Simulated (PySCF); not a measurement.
## Energy of Cd (cadmium, neutral) between two integer charges

The 5s beta orbital of [Kr] 4d10 5s2 is emptied in steps (occupation f), with all orbitals relaxed, ending at [Kr] 4d10 5s1. Computed with PySCF 2.14 in def2-TZVP with the def2 core potential (28 electrons) (6s4p3d1f, 40 functions), with a scalar-relativistic core potential. The exact energy is a straight line in f; departures are measured from the line between the end points of the same method.

```tsv
f	UHF (eV)	LDA (eV)	PBE (eV)	PBE0 (eV)	r2SCAN (eV)	LC-wPBE (eV)	BHandHLYP (eV)	wB97X (eV)	CAM-B3LYP (eV)	r2SCAN0 (eV)
1	0.000	0.000	0.000	0.000	0.000	0.000	0.000	0.000	0.000	0.000
0.9	0.027	-0.316	-0.309	-0.220	-0.275	0.000	-0.148	-0.046	-0.125	-0.197
0.7	0.061	-0.742	-0.727	-0.517	-0.643	-0.002	-0.350	-0.109	-0.295	-0.459
0.5	0.069	-0.888	-0.872	-0.618	-0.765	-0.005	-0.421	-0.131	-0.356	-0.544
0.3	0.056	-0.749	-0.737	-0.521	-0.642	-0.007	-0.358	-0.106	-0.303	-0.456
0.1	0.023	-0.322	-0.318	-0.224	-0.276	-0.005	-0.156	-0.038	-0.132	-0.195
0	0.000	0.000	0.000	0.000	0.000	0.000	0.000	0.000	0.000	0.000
```

| method | E(f=0) − E(f=1) (eV) | −ε at f=1 (eV) | −ε at f=0.5 (eV) |
| --- | --- | --- | --- |
| UHF | 7.338 | 7.647 | 7.324 |
| LDA | 9.486 | 5.988 | 9.464 |
| PBE | 9.109 | 5.686 | 9.078 |
| PBE0 | 8.817 | 6.377 | 8.802 |
| r2SCAN | 8.927 | 5.880 | 8.942 |
| LC-wPBE | 8.548 | 8.539 | 8.532 |
| BHandHLYP | 8.681 | 7.039 | 8.656 |
| wB97X | 9.009 | 8.506 | 9.013 |
| CAM-B3LYP | 9.003 | 7.619 | 8.979 |
| r2SCAN0 | 8.755 | 6.566 | 8.771 |

Orbital energy along the path (eV):

```csv
f,UHF,LDA,PBE,PBE0,r2SCAN,LC-wPBE,BHandHLYP,wB97X,CAM-B3LYP,r2SCAN0
1,-7.647,-5.988,-5.686,-6.377,-5.880,-8.539,-7.039,-8.506,-7.619,-6.566
0.9,-7.574,-6.668,-6.349,-6.854,-6.480,-8.539,-7.355,-8.596,-7.884,-7.005
0.7,-7.440,-8.052,-7.697,-7.820,-7.695,-8.536,-7.997,-8.793,-8.423,-7.885
0.5,-7.324,-9.464,-9.078,-8.802,-8.942,-8.532,-8.656,-9.013,-8.979,-8.771
0.3,-7.221,-10.898,-10.490,-9.801,-10.143,-8.542,-9.338,-9.247,-9.556,-9.621
0.1,-7.130,-12.345,-11.928,-10.809,-11.379,-8.581,-10.054,-9.425,-10.165,-10.495
0,-7.089,-13.073,-12.640,-11.294,-11.985,-8.606,-10.429,-9.300,-10.490,-10.915
```

As f goes to zero the orbital energy of a semilocal functional can turn back, because the density of that orbital vanishes from the exchange-correlation potential.

Reference removal energy between the ground levels: 8.994 eV (measured; NIST Atomic Spectra Database, ionization energies). UHF lacks correlation.
